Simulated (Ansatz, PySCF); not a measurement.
Molecule: selenium dioxide, SeO2, net charge 0, singlet state. SMILES: O=[Se]=O
Geometry: optimised at B3LYP-D3(BJ)/def2-TZVP (Ansatz, a first-principles code).

Wanted: vertical triplet-singlet gap (E(triplet) - E(singlet); each state is the SCF solution reached for its spin; the UHF <S^2> is 2.15 for the triplet (pure: 2.00); for the triplet the Hartree-Fock reference is unstable and T1 is 0.035; for the singlet the Hartree-Fock reference is unstable and T1 is 0.027), in kcal/mol. Valence correlation only, unless marked. UHF or UKS for open shells. No spin-orbit coupling. The frozen core is the preceding noble-gas configuration, with the filled d and f shells of earlier blocks. Non-relativistic. 

```json
[
 {"level": "HF/aug-cc-pVQZ", "program": "Ansatz", "vertical triplet-singlet gap (kcal/mol)": "12.2"},
 {"level": "RI-HF/aug-cc-pVTZ", "program": "Ansatz", "vertical triplet-singlet gap (kcal/mol)": "12.5"},
 {"level": "SVWN5/def2-TZVPD", "program": "Ansatz", "vertical triplet-singlet gap (kcal/mol)": "58.5"},
 {"level": "PBE/def2-TZVPD", "program": "Ansatz", "vertical triplet-singlet gap (kcal/mol)": "55.5"},
 {"level": "r2SCAN/def2-TZVPD", "program": "Ansatz", "vertical triplet-singlet gap (kcal/mol)": "51.7"},
 {"level": "B3LYP/def2-TZVPD", "program": "Ansatz", "vertical triplet-singlet gap (kcal/mol)": "53.4"},
 {"level": "PBE0/def2-TZVPD", "program": "Ansatz", "vertical triplet-singlet gap (kcal/mol)": "51.8"},
 {"level": "BHLYP/def2-TZVPD", "program": "Ansatz", "vertical triplet-singlet gap (kcal/mol)": "44.2"},
 {"level": "M06-2X/def2-TZVPD", "program": "PySCF", "vertical triplet-singlet gap (kcal/mol)": "54.1"},
 {"level": "CAM-B3LYP/def2-TZVPD", "program": "Ansatz", "vertical triplet-singlet gap (kcal/mol)": "53.2"},
 {"level": "wB97M-V/def2-TZVPD", "program": "Ansatz", "vertical triplet-singlet gap (kcal/mol)": "56.4"},
 {"level": "wB97X-V/def2-TZVPD", "program": "Ansatz", "vertical triplet-singlet gap (kcal/mol)": "54.8"},
 {"level": "B2PLYP/def2-TZVPD", "program": "Ansatz", "vertical triplet-singlet gap (kcal/mol)": "68.7"},
 {"level": "RI-MP2/aug-cc-pVTZ", "program": "Ansatz", "vertical triplet-singlet gap (kcal/mol)": "93.4"},
 {"level": "RI-MP2/aug-cc-pVQZ", "program": "Ansatz", "vertical triplet-singlet gap (kcal/mol)": "93.9"},
 {"level": "CCSD/aug-cc-pVDZ", "program": "Ansatz", "vertical triplet-singlet gap (kcal/mol)": "57.4"},
 {"level": "CCSD/aug-cc-pVTZ", "program": "Ansatz", "vertical triplet-singlet gap (kcal/mol)": "57.2"},
 {"level": "CCSD(T)/aug-cc-pVDZ", "program": "Ansatz", "vertical triplet-singlet gap (kcal/mol)": "61.1"},
 {"level": "CCSD(T)/aug-cc-pVTZ", "program": "Ansatz", "vertical triplet-singlet gap (kcal/mol)": "61.2"}
]
```
